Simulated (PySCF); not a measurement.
A PySCF script (with the pyscf-properties extension) for the NMR shieldings of `F[Si@@H](CC(F)(F)F)[SiH2]P`, C2H7F4PSi2, on a GFN2-xTB geometry:

```python
import basis_set_exchange as bse
import numpy as np
from pyscf import gto, dft
from pyscf.prop import nmr

atoms = """
F    -0.641133   -2.362825    1.127147
Si   -0.037735   -1.474923   -0.080672
C    -1.586837   -0.540560   -0.735485
C    -1.817180    0.742782   -0.004122
F    -1.879900    0.586790    1.328840
F    -0.823406    1.635347   -0.218288
F    -2.950863    1.369166   -0.361541
Si    1.648522   -0.170767    0.832032
P     2.720710    0.907163   -0.816474
H     0.213366   -2.483838   -1.107260
H    -1.496992   -0.296476   -1.792432
H    -2.477938   -1.154739   -0.607056
H     1.159219    0.719380    1.895948
H     2.660149   -1.044718    1.445496
H     1.792071    1.919799   -0.951155
H     3.510347    1.657364    0.033611
"""
names = dict.fromkeys(["F", "Si", "C", "P", "H"], "pcSseg-1")
basis = {el: gto.basis.parse(bse.get_basis(n, elements=[el], fmt="nwchem")) for el, n in names.items()}
mol = gto.M(atom=atoms, basis=basis, charge=0, verbose=0)
mf = dft.RKS(mol, xc="PBE0")
mf.grids.level = 2
mf.grids.alignment = dft.numint.BLKSIZE   # the property module wants whole blocks of grid points
mf.conv_tol = 1e-9
mf.kernel()

calc = nmr.RKS(mf)   # GIAO
C = mf.mo_coeff
Co = C[:, mf.mo_occ > 0]
resp = mf.gen_response(singlet=True, hermi=2)
def vind(x):   # induced exchange potential for any number of trial vectors
    d = np.einsum("pi,xij,qj->xpq", C, 2 * x.reshape(-1, C.shape[1], Co.shape[1]), Co, optimize=True)
    return np.einsum("xpq,pi,qj->xij", resp(d - d.transpose(0, 2, 1)), C, Co, optimize=True).ravel()
mo1, _ = nmr.rhf.solve_mo1(calc, with_cphf=vind)
sigma = calc.kernel(mo1)
for i, s in enumerate(sigma):   # ppm
    print("%2d %-2s %9.2f" % (i, mol.atom_pure_symbol(i), np.trace(s) / 3))
```

Task: What are the results?

Result: 
```
 0 F     391.69
 1 Si    322.64
 2 C     156.07
 3 C      49.15
 4 F     244.97
 5 F     243.84
 6 F     238.33
 7 Si    437.89
 8 P     635.66
 9 H      26.03
10 H      30.15
11 H      29.45
12 H      27.07
13 H      27.59
14 H      30.59
15 H      30.49
```

These numbers come from an equivalent density-fitted implementation of the same equations, which agrees with the script to about 0.01 ppm for H and up to a few tenths of a ppm for heavy atoms, so last digits may differ.

Task: Turn these shieldings into chemical shifts. Shifts are taken against calculated references (same method and geometry level): CFCl3 for ¹⁹F (σ = 170.95 ppm); TMS for ²⁹Si (σ = 349.16 ppm), ¹³C (σ = 186.93 ppm), ¹H (σ = 31.72 ppm); ³¹P (σ = 318.38 ppm) vs H3PO4.

Result: Averaging equivalent atoms: F 4/5/6: -71.4; F 0: -220.7; Si 1: 26.5; Si 7: -88.7; C 3: 137.8; C 2: 30.9; P 8: -317.3; H 9: 5.68; H 12: 4.65; H 13: 4.12; H 11: 2.26; H 10: 1.57; H 14/15: 1.18 ppm. Unscaled 19F shifts against computed CFCl3 carry errors that often reach 10 to 50 ppm. Experimental scales use liquid or dissolved standards, which lie at an offset from isolated H3PO4.

Size and cost of the density-fitted run: 209 basis functions, 74 s wall time on 1 thread of an Intel Xeon Platinum 8259CL, shared host; peak memory 0.94 GiB.
